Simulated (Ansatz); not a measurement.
`CC(S)N[SiH3]` → `[CH2]` (triplet) + `[SiH3]NCS`  (formal loss of a carbene)

Calculated with Ansatz (gas phase, PBE0-D4/def2-TZVP geometries, no zero-point term in ΔE). CCSD(T)/CBS is the MP2 limit (def2-TZVPP, def2-QZVPP) plus CCSD(T) − MP2 in def2-TZVPP, frozen cores. This one scheme is used for every species. Functionals use def2-TZVPP. B3LYP here is the variant with VWN-RPA as its local correlation; programs differ in this. Triplets are unrestricted, without spin–orbit coupling. One conformer a species, not always the lowest.

```json
{"level": "B3LYP-D4", "ΔE (eV)": "4.60"}
{"level": "CCSD(T)/def2-TZVPP", "ΔE (eV)": "4.59"}
```

Q: What does CCSD(T)/CBS give? (An estimate is asked.)

A: The calculation gave: +4.71 eV. The listed levels differ from it by -0.11, -0.12 eV.

Largest T1 diagnostic among the species: 0.011.

From PBE to PBE0 (25 % exact exchange), in def2-TZVPP and without D4, ΔE moves by −0.08 eV. The D4 term adds +0.14 eV with B3LYP and +0.08 eV with PBE0; it sums over pairs of atoms, weighted by their polarisabilities, and B3LYP, whose exchange is more repulsive, gets the larger term. In def2-TZVPP, CCSD(T) changes the Hartree–Fock value by +1.50 eV (the triples alone add +0.13 eV) and MP2 by +1.66 eV.
